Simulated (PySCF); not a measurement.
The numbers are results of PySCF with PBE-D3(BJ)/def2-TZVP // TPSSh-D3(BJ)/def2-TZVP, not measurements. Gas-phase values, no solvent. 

Reference species (SMILES): `[Cl][Al][Cl]` (neutral, multiplicity 2).

| Property | Result |
|---|---|
| dipole moment | 1.36 D |

Changed species: `[Br][Al][Br]` (radical fragment; the reference has radical fragment).

Problem. Give the shifts of the dipole moment.

Solution. the dipole moment falls by 0.13 D, to 1.23 D.
